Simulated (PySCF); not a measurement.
**Unknowns**

No relativistic terms, fast rotation and ring inversion assumed for equivalent nuclei, isolated molecule, one computed conformer. Geometry from GFN2-xTB; shielding tensors at PBE0/pcSseg-1 (GIAO); PySCF.

δ = σ(ref) − σ, references computed at the same level: 1H (31.72 ppm), 13C (186.93 ppm) against TMS. Splittings of carbon signals by F and P are missing where no couplings were computed. Where no couplings were computed, multiplicities follow the n + 1 count of equivalent neighbours, and m marks all less simple cases (inequivalent or close neighbours, rings, F or P nearby). Shifts are as computed. Against solution values, carbons near 30 ppm lie about +3 ppm off and those near 130 ppm about +5 ppm. Of 1211 compounds with measured shifts, 218 miss one by over three times the rms of a fit or turn the order of signals round; such compounds aren't used in these exercises.

(1) C$_{5}$H$_{10}$FN$_{3}$Si. 1H NMR (500 MHz, computed): δ 7.38 (m, 1H), 0.51 (s, 9H). 13C{1H} NMR (computed): δ 175.6, 124.6, 0.2. What is it?

(2) C$_{6}$H$_{16}$N$_{2}$Si. 1H NMR (400 MHz, computed): δ 4.78 (s, 3H), 3.28 (m, 1H), 3.20 (m, 1H), 2.75 (s, 3H), 2.67 (m, 1H), 2.05 (m, 1H), 1.44 (m, 1H), 1.22 (m, 1H), 1.22 (m, 1H), 1.11 (d, 3H). 13C{1H} NMR (computed): δ 52.5 (CH2), 46.8 (CH), 42.1 (CH3), 36.2 (CH2), 24.4 (CH3), 22.0 (CH2). Give a structure.

## Answers

(1) `C[Si](C)(C)n1ncc(F)n1`. The formula gives 3 degrees of unsaturation (1 ring in the answer). 3 carbon signals for 5 carbons: some carbons are equivalent by symmetry or fast rotation. Carbon types of the structure: 1 × C, 1 × CH, 3 × CH3, which accounts for all hydrogens. δC 175.6: aromatic carbon bearing fluorine; σ withdrawal by the attached heteroatom moves it downfield of the ring CH carbons. δC 124.6: aromatic CH next to a ring nitrogen. δC 0.2: methyl carbon bonded to Si; an electropositive neighbour leaves it electron-rich and shielded. δH 0.51: hydrogen on a methyl carbon bonded to Si; an electropositive neighbour shields it, as in TMS itself.

The data come from this structure; uniqueness wasn't tested.

(2) SMILES C1C[C@@H](C)N([SiH3])N(C)C1. Rings plus π bonds: 1 (1 ring in the answer). 6 carbon signals for 6 carbons: no two carbons are equivalent. Carbon types of the structure: 1 × CH, 3 × CH2, 2 × CH3, leaving 3 H on heteroatoms. δC 24.4: methyl carbon; a saturated carbon with 1 carbon neighbour and no heteroatom attached. δH 3.28, 2.67: hydrogen on an sp3 CH2 bonded to N; its carbon carries N, an electronegative neighbour. δH 3.20: hydrogen on an sp3 CH bonded to N; its carbon carries N, which withdraws density. δH 2.75: hydrogen on a methyl carbon bonded to N; its carbon carries N, an electronegative neighbour.

The data come from this structure; uniqueness wasn't tested.
